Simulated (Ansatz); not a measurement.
```yaml
crystal:
  periodic: [true, true, true]
  atoms:
    - {symbol: Cl, position_ang: [-2.120755, -2.149256, 0.446810]}
    - {symbol: Al, position_ang: [-0.682921, -0.707001, 0.103800]}
    - {symbol: C, position_ang: [0.624389, 0.630282, 0.108767]}
    - {symbol: O, position_ang: [0.141768, 0.030611, -1.178593]}
    - {symbol: H, position_ang: [1.681917, 0.437727, 0.288273]}
    - {symbol: H, position_ang: [0.397702, 1.693535, 0.184744]}
basis:
  gaussian: {orbitals: x2c-TZVPPall}
hamiltonian: {xc: {name: HSE06}}
```

```sh
$ ansatz run in.yaml --threads 2 --pin off --events-out ev --progress --plain --max-ram 4352MiB
```

Output, abridged:

```
Error: YAML parse error: error: line 2 column 3: crystal: missing field `lattice` (a structure is typed as `lattice` and `atoms`, a molecule's as `atoms` in Å alone, or read from a run's directory, `checkpoint`)
 --> <input>:2:3
1 | crystal:
2 |   periodic: [true, true, true]
3 |   atoms:
4 |     - {symbol: Cl, position_ang: [-2.120755, -2.149256, 0.446810]}
```

Task: Something in this input is off. What?

Result: The molecule is marked periodic without a cell. The input was rejected before any iteration.

HSE06 is defined as in plane-wave codes.
